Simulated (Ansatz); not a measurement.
CH₆OSi₂ (`O[SiH]1C[SiH2]1`) at its PBE0-D4/def2-TZVP geometry, where that method's forces vanish. The species carries charge 0 and has multiplicity 1.

```xyz
10

O    -1.4822   -0.1308    1.4411
Si   -0.4523   -0.4468    0.2084
C     1.1890    0.2903    0.3529
Si    0.6379    1.2473   -1.2834
H    -2.4172   -0.2985    1.3125
H    -0.6233   -1.7997   -0.3596
H     1.3315    0.9520    1.2048
H     2.0333   -0.3793    0.2108
H     0.7429   -0.0179   -2.1392
H    -0.9595    0.5833   -0.9483
```

Q: What forces (eV/Å) does r2SCAN-D4/def2-TZVPP give on these atoms in Ansatz 0.2.0? (Best estimate.)

A: The calculation gave: 
```
O1  -0.004  0.034  0.051
Si2  0.030 -0.069 -0.036
C3   0.012 -0.031  0.044
Si4 -0.135 -0.055 -0.027
H5  -0.030 -0.002  0.000
H6   0.013  0.017  0.010
H7   0.006 -0.021 -0.007
H8  -0.007  0.025  0.009
H9   0.011  0.028 -0.001
H10  0.104  0.073 -0.042
```
